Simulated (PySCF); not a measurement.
C₅H₇F, SMILES CC1=CC[C@@H]1F.

Geometry: B3LYP-D3(BJ)/def2-SVP. The structure was generated by enumeration; whether it is a known compound was not checked.

The numbers are results of SMD-ωB97X/6-31G* in PySCF, not measurements.

Solvation free energies are E(SMD) − E(gas) at the gas-phase geometry, for 1 M in both phases. In vacuum the dipole moment is 1.68 D.

**Question.** Rank water, 1-octanol, ethanol by solvation free energy, most negative first.

**Answer.** ethanol (-4.1 kcal/mol), 1-octanol (-3.6 kcal/mol), water (-0.1 kcal/mol)
